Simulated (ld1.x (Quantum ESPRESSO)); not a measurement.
## platinum ultrasoft: all-electron and pseudo phase curves

```
Element                 : Pt (Z = 78)
Generator               : ld1.x (Quantum ESPRESSO) 7.5
Type                    : ultrasoft
Functional              : LDA (PZ)
Relativity              : scalar-relativistic
Frozen core             : [Kr] 4d10 4f14
Valence charge          : 18
Reference configuration : 5s2 5p6 5d8 6s0 6p0 (charge +2)
Partial waves           : 5s (bound): rcut 1.20, rcutus 1.30 bohr; 6s (bound, empty): rcut 1.20, rcutus 1.30 bohr; 5p (bound): rcut 1.55, rcutus 1.85 bohr; 6p (bound, empty): rcut 1.55, rcutus 1.85 bohr; 5d (bound): rcut 1.10, rcutus 1.35 bohr; 5d channel at -1.15 Ry: rcut 1.10, rcutus 1.35 bohr
Local potential         : all-electron potential smoothed inside 1.50 bohr (lloc = -1)
Core correction         : none
Augmentation charge     : built from norm-conserving waves at rcut, not smoothed further
```

The phase is arctan(r·u′/u) with u = r·R(r), unwrapped; energies in Ry, scanned from -11 to 5 Ry. A pole is an energy at which the radial function vanishes at the test radius. The pseudo phase is shifted by a multiple of π to meet the all-electron one at the reference energy, and phase errors are pseudo minus all-electron; the curves can meet again beyond the range given. Levels narrower than the energy grid can be missing from the lists of poles.

| channel | radius (bohr) | reference energy (Ry) | poles, all-electron | poles, pseudo | unbroken range about the reference energy with phases within 0.05 rad | phase error 1 Ry above the reference energy (rad) |
| --- | --- | --- | --- | --- | --- | --- |
| s | 1.99 | -1.66 | -8.92, 4.58 | -8.92, -1.13 | not even at the reference energy | -2.070 |
| p | 1.99 | -1.07 | -5.29 | -5.26, 2.45 | not even at the reference energy | +0.385 |
| d | 1.99 | -1.92 | -0.58 | -0.58 | the whole range | -0.000 |

A Bessel basis up to 400 Ry misses an occupied level by 1.41 Ry, so cutoffs and ghosts were not judged. Its overlap operator is not positive definite in a basis up to 400 Ry (lowest eigenvalue p -0.11), so the file is unfit for use: the generalised eigenproblem breaks down once the basis is large enough, and its test numbers describe a broken file.

Phases in the s channel:

| E (Ry) | all-electron | pseudo |
| --- | --- | --- |
| -11.00 | 1.370 | 1.372 |
| -10.76 | 1.363 | 1.365 |
| -10.52 | 1.355 | 1.357 |
| -10.28 | 1.344 | 1.347 |
| -10.04 | 1.328 | 1.331 |
| -9.80 | 1.303 | 1.306 |
| -9.56 | 1.249 | 1.254 |
| -9.32 | 1.037 | 1.046 |
| -9.08 | -1.283 | -1.282 |
| -8.84 | -1.621 | -1.620 |
| -8.60 | -1.687 | -1.685 |
| -8.36 | -1.717 | -1.714 |
| -8.12 | -1.736 | -1.732 |
| -7.88 | -1.749 | -1.745 |
| -7.64 | -1.760 | -1.755 |
| -7.40 | -1.770 | -1.764 |
| -7.16 | -1.779 | -1.773 |
| -6.92 | -1.788 | -1.780 |
| -6.68 | -1.797 | -1.788 |
| -6.44 | -1.806 | -1.796 |
| -6.20 | -1.815 | -1.804 |
| -5.96 | -1.825 | -1.812 |
| -5.72 | -1.835 | -1.821 |
| -5.48 | -1.846 | -1.830 |
| -5.24 | -1.858 | -1.839 |
| -5.00 | -1.871 | -1.850 |
| -4.76 | -1.886 | -1.861 |
| -4.52 | -1.902 | -1.873 |
| -4.28 | -1.920 | -1.886 |
| -4.04 | -1.940 | -1.900 |
| -3.80 | -1.964 | -1.916 |
| -3.56 | -1.991 | -1.933 |
| -3.32 | -2.024 | -1.953 |
| -3.08 | -2.062 | -1.976 |
| -2.84 | -2.109 | -2.002 |
| -2.60 | -2.166 | -2.031 |
| -2.36 | -2.239 | -2.066 |
| -2.12 | -2.332 | -2.107 |
| -1.88 | -2.454 | -2.158 |
| -1.64 | -2.614 | -2.221 |
| -1.40 | -2.823 | -2.312 |
| -1.16 | -3.079 | -3.545 |
| -0.92 | -3.358 | -5.545 |
| -0.68 | -3.623 | -5.700 |
| -0.44 | -3.843 | -5.870 |
| -0.20 | -4.015 | -6.067 |
| 0.04 | -4.145 | -6.288 |
| 0.28 | -4.244 | -6.515 |
| 0.52 | -4.321 | -6.727 |
| 0.76 | -4.382 | -6.910 |
| 1.00 | -4.431 | -7.061 |
| 1.24 | -4.472 | -7.182 |
| 1.48 | -4.506 | -7.279 |
| 1.72 | -4.535 | -7.357 |
| 1.96 | -4.560 | -7.420 |
| 2.20 | -4.582 | -7.473 |
| 2.44 | -4.601 | -7.516 |
| 2.68 | -4.618 | -7.554 |
| 2.92 | -4.634 | -7.585 |
| 3.16 | -4.648 | -7.613 |
| 3.40 | -4.660 | -7.637 |
| 3.64 | -4.673 | -7.658 |
| 3.88 | -4.684 | -7.676 |
| 4.12 | -4.694 | -7.693 |
| 4.36 | -4.704 | -7.708 |
| 4.60 | -4.713 | -7.722 |
| 4.84 | -4.722 | -7.734 |
